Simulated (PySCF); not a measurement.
**From computed data to an observable: oscillator strength and radiative lifetime**

SeHI, SMILES [SeH]I.

Geometry: B3LYP-D3(BJ)/def2-TZVP. The def2 effective core potentials stand for the cores of I; spin–orbit coupling is left out.

PySCF with TDDFT-ωB97X/def2-TZVPD puts the first singlet state with f over 0.02 at 6.60 eV (vertical), with the transition dipole (-0.010, 1.468, 0.000) in atomic units.

### Question
Find the oscillator strength, the wavelength and the radiative lifetime that this transition would have in vacuum if emission retraced absorption.

### Answer

|μ|² = 2.1551 au, so |μ| = 3.73 D. ΔE = 6.60/27.211 = 0.2425 hartree. f = (2/3) ΔE |μ|² = 0.348 (the program prints 0.348).
λ = 1239.84/6.60 = 188 nm; ν = 53233 cm⁻¹.
Einstein's coefficient A = 0.6670 ν² f s⁻¹ (ν in cm⁻¹) = 6.6e8 s⁻¹, so τ = 1/A = 1.5 ns. This state is S5; the lower singlets have f = 0.002, 0.003, 0.000, 0.002. The figure is the radiative limit of this one transition; relaxation, internal conversion, crossing to triplets and a medium change what is measured.
